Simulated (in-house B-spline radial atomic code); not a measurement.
Radial electron density of the indium ion In⁷⁺, [Kr] 4d6. Method: scalar-relativistic (X2C) PBE0, spin-polarised, spherical fractional occupations, exact exchange averaged over the configuration, Fermi nucleus of rms radius 4.6156 fm. Calculated with a radial B-spline atomic code at the basis-set limit.

One-electron X2C: radii and densities carry no picture-change correction, so inner-shell <1/r> comes out high (for 1s by about 2 % at Z = 33, 5 % at 54, 10 % at 75, 30 % at 118) and <r> low.

Columns: r (bohr), 4πr²n(r) (electrons per bohr), bar.

```
0.000883    1.713 #
 0.00107    2.335 #
  0.0013    3.185 ##
 0.00158    4.329 ##
 0.00191    5.807 ###
 0.00232    7.797 ####
 0.00281    10.35 ######
 0.00341    13.64 #######
 0.00414    17.78 ##########
 0.00502    22.83 #############
 0.00609    28.83 ################
 0.00739    35.67 ####################
 0.00896    43.01 ########################
  0.0109    50.44 ############################
  0.0132    56.86 ###############################
   0.016    61.53 ##################################
  0.0194    63.55 ###################################
  0.0235    62.57 ##################################
  0.0285    59.23 ################################
  0.0346    55.44 ##############################
   0.042     54.1 ##############################
  0.0509     57.6 ################################
  0.0618    66.04 ####################################
  0.0749    75.62 #########################################
  0.0909    80.36 ############################################
    0.11    76.06 ##########################################
   0.134    64.64 ###################################
   0.162    55.59 ##############################
   0.197     55.9 ###############################
   0.239    62.98 ##################################
   0.289    64.86 ####################################
   0.351     53.5 #############################
   0.426    34.61 ###################
   0.516    21.39 ############
   0.626    18.77 ##########
    0.76    20.39 ###########
   0.921    18.38 ##########
    1.12     12.1 #######
    1.36     5.76 ###
    1.64    2.055 #
    1.99   0.5002 
    2.42  0.07864 
    2.93 0.007724 
    3.56 0.0003822
```

On this grid the curve has 4 maxima, near 0.0194, 0.0909, 0.289, 0.76 bohr.

The 4p down radial function P(r) = rR(r), positive near the nucleus:

```tsv
r (bohr)	P
0.00107	0.001281
0.00158	0.002448
0.00232	0.00469
0.00341	0.009063
0.00502	0.01756
0.00739	0.03374
0.0109	0.0638
0.016	0.1157
0.0235	0.1988
0.0346	0.313
0.0509	0.4239
0.0749	0.4359
0.11	0.211
0.162	-0.2753
0.239	-0.6707
0.351	-0.3825
0.516	0.5739
0.76	1.222
1.12	0.9079
1.64	0.3053
2.42	0.03749
```
